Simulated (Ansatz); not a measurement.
A nudged elastic band was laid between two geometries of C₂H₆BBr (10 atoms, charge 0, multiplicity 1).

Computed with Ansatz 0.2.0, RKS PBE/def2-SVP.

```yaml
movable_images: 2
climbing_image: no
spring: 5.0 eV/Å²
optimiser: quadratic models (default)
start_path: IDPP
force_threshold: 0.03 eV/Å
iteration_limit: 60
end_points: relaxed
```

Image 0:

```xyz
10
Properties=species:S:1:pos:R:3
C -0.988 0.457 -0.842
B -0.194 -0.546 0.071
C 0.947 -0.076 1.051
Br 2.221 -0.579 -0.407
H -1.247 0.036 -1.834
H -1.965 0.629 -0.329
H -0.513 1.449 -0.976
H -0.497 -1.727 0.106
H 1.100 1.002 1.240
H 1.217 -0.695 1.924
```

Image 3:

```xyz
10
Properties=species:S:1:pos:R:3
C -0.661 0.061 -1.245
B -0.268 -0.601 0.109
C 0.695 0.039 1.169
Br 1.472 1.803 0.756
H -1.356 -0.514 -1.884
H -1.087 1.071 -1.043
H 0.269 0.289 -1.817
H -0.699 -1.698 0.445
H 0.170 0.144 2.143
H 1.548 -0.645 1.371
```

Question: What changes between the two ends?

Answer: No bond is made or broken. The dihedral C1–B2–C3–H9 goes from 10 to 122°.

Question: What energy profile does the band end with?

Answer: It converged. The highest image is number 1 of 0 to 3, 3.6 kcal/mol above the first end and 1.7 kcal/mol above the last; the last end lies 1.9 kcal/mol above the first. No image climbed, so the highest image needn't sit at the top of the path. So few images can step over the top or miss a turn of the path.

| image | path coordinate (Å) | energy (kcal/mol) | dihedral C1–B2–C3–H9 (°) |
| --- | --- | --- | --- |
| 0 | 0.00 | 0.0 | 10 |
| 1 | 1.37 | 3.6 | 57 |
| 2 | 2.74 | 1.9 | 109 |
| 3 | 4.11 | 1.9 | 122 |

Question: What is the geometry of the highest image?

Answer: 
```xyz
10
Properties=species:S:1:pos:R:3
C -0.888 0.321 -1.008
B -0.253 -0.595 0.085
C 0.906 -0.111 1.053
Br 2.455 0.431 -0.057
H -1.306 -0.238 -1.869
H -1.776 0.778 -0.502
H -0.249 1.152 -1.362
H -0.718 -1.710 0.278
H 0.617 0.792 1.632
H 1.294 -0.872 1.753
```

The run took 45 s on 2 threads of Arm Neoverse V2, with other jobs on the host, peak memory 0.14 GiB.
